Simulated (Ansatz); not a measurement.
## Molecular dynamics of N

Input:

```yaml
accuracy: low
crystal:
  lattice:
    - [7.03385, 0.0, 0.0]
    - [0.0, 7.03385, 0.0]
    - [0.0, 0.0, 7.03385]
  atoms:
    - { symbol: "N", position: [0.02138014, 0.66198401, 0.28562819] }
    - { symbol: "N", position: [0.07808154, 0.63401955, 0.14478531] }
    - { symbol: "N", position: [0.79369241, 0.22360042, 0.3961204] }
    - { symbol: "N", position: [0.76012974, 0.14861133, 0.52616679] }
    - { symbol: "N", position: [0.15719376, 0.31307634, 0.89765805] }
    - { symbol: "N", position: [0.21888304, 0.3303302, 0.7533523] }
    - { symbol: "N", position: [0.60168448, 0.6539201, 0.14003549] }
    - { symbol: "N", position: [0.54859815, 0.53551562, 0.05214879] }
    - { symbol: "N", position: [0.37022436, 0.92233807, 0.61948924] }
    - { symbol: "N", position: [0.38408182, 0.93885898, 0.46684022] }
    - { symbol: "N", position: [0.93615562, 0.76196427, 0.71616487] }
    - { symbol: "N", position: [0.82870118, 0.72793628, 0.60724113] }
basis:
  ecutwfc: 250.0
kpoints:
  mp_grid: { grid: [1, 1, 1] }
hamiltonian:
  xc: r2scan
scf:
  occupations: { method: fermi_dirac, width: 0.02 }
  lower_state_search: "off"
  max_iter: 86
md:
  timestep: 1.5
  n_steps: 200
  ensemble: nve
  temperature: 350.0
  initial_velocities: maxwell_boltzmann
  seed: 855434
```

Launched with:

```bash
$ ansatz run input.yaml --threads 1 --pin off --max-ram 3072MiB --backend cpu --events-out ev --progress --plain --runs-dir out
```

It goes on from the last frame of an earlier run, with new velocities.

Output, in part (step lines):

```
md step     0: t =     0.00 fs  T =   350.0 K  F+E_penalty+E_count = -4606.21136567 eV  E_kin = 0.497651 eV  conserved = -4605.71371467 eV  (10 SCF iters)
md step     1: t =     1.50 fs  T =   320.9 K  F+E_penalty+E_count = -4606.16556391 eV  E_kin = 0.456295 eV  conserved = -4605.70926936 eV  (9 SCF iters)
md step     2: t =     3.00 fs  T =   335.0 K  F+E_penalty+E_count = -4606.18838383 eV  E_kin = 0.476355 eV  conserved = -4605.71202868 eV  (8 SCF iters)
md step     3: t =     4.50 fs  T =   365.9 K  F+E_penalty+E_count = -4606.23890742 eV  E_kin = 0.520207 eV  conserved = -4605.71870033 eV  (8 SCF iters)
md step     4: t =     6.00 fs  T =   357.4 K  F+E_penalty+E_count = -4606.22543198 eV  E_kin = 0.508220 eV  conserved = -4605.71721218 eV  (8 SCF iters)
md step     5: t =     7.50 fs  T =   322.6 K  F+E_penalty+E_count = -4606.16872235 eV  E_kin = 0.458668 eV  conserved = -4605.71005412 eV  (8 SCF iters)
md step     6: t =     9.00 fs  T =   320.2 K  F+E_penalty+E_count = -4606.16593218 eV  E_kin = 0.455322 eV  conserved = -4605.71061038 eV  (6 SCF iters)
md step     7: t =    10.50 fs  T =   346.8 K  F+E_penalty+E_count = -4606.20999212 eV  E_kin = 0.493036 eV  conserved = -4605.71695608 eV  (6 SCF iters)
[... lines left out ...]
md step   200: t =   300.00 fs  T =   354.1 K  F+E_penalty+E_count = -4606.21856936 eV  E_kin = 0.503512 eV  conserved = -4605.71505733 eV  (9 SCF iters)
```

The steps, from the saved trajectory:

```
time (fs)  T (K)  potential energy less start (eV)  conserved less start (meV/atom)
      0.0    350                             0.000                             0.00
      9.0    320                             0.045                             0.26
     18.0    352                            -0.009                            -0.46
     27.0    328                             0.034                             0.20
     36.0    372                            -0.031                             0.03
     45.0    414                            -0.097                            -0.45
     54.0    365                            -0.017                             0.35
     63.0    401                            -0.074                            -0.20
     72.0    394                            -0.066                            -0.27
     81.0    339                             0.021                             0.39
     90.0    386                            -0.056                            -0.37
     99.0    369                            -0.027                             0.02
    108.0    358                            -0.008                             0.30
    117.0    422                            -0.107                            -0.41
    126.0    402                            -0.070                             0.28
    135.0    420                            -0.098                             0.08
    144.0    458                            -0.157                            -0.32
    153.0    416                            -0.090                             0.40
    162.0    418                            -0.099                            -0.17
    171.0    397                            -0.069                            -0.14
    180.0    367                            -0.020                             0.37
    189.0    400                            -0.075                            -0.39
    198.0    360                            -0.014                             0.06
    207.0    344                             0.011                             0.21
    216.0    367                            -0.029                            -0.46
    225.0    324                             0.041                             0.26
    234.0    367                            -0.024                            -0.03
    243.0    394                            -0.067                            -0.40
    252.0    316                             0.053                             0.39
    261.0    327                             0.030                            -0.26
    270.0    304                             0.063                            -0.17
    279.0    264                             0.127                             0.41
    288.0    339                             0.011                            -0.44
    297.0    338                             0.018                             0.14
```

All steps were run. The conserved energy stayed within 0.51 meV per atom of its start (net change -0.11 meV per atom), so the integration is sound. A run of 0.3 ps of so small a system gives no equilibrium averages. The plane-wave cutoff is below what these datasets need, so energies and pressures aren't converged. Limits of this set-up: coarse k mesh, low accuracy level.

Mean squared displacements from the first frame to the last, about the centre of mass: N 1.79 Å².

Last frame:

```xyz
12
Lattice="7.0339 0.0000 0.0000 0.0000 7.0339 0.0000 0.0000 0.0000 7.0339" Properties=species:S:1:pos:R:3
N 0.581 5.408 0.843
N 0.171 5.193 1.814
N 5.747 1.960 2.955
N 6.676 2.207 2.454
N 0.252 1.632 6.912
N 1.232 1.167 6.973
N 3.403 4.172 0.271
N 4.414 4.345 -0.034
N 2.889 5.348 3.484
N 2.401 6.129 4.095
N 5.979 4.965 4.466
N 6.340 5.669 5.195
```

Run time: 14 min on 1 thread of Arm Neoverse V2, on a shared host, peak memory 0.46 GiB.
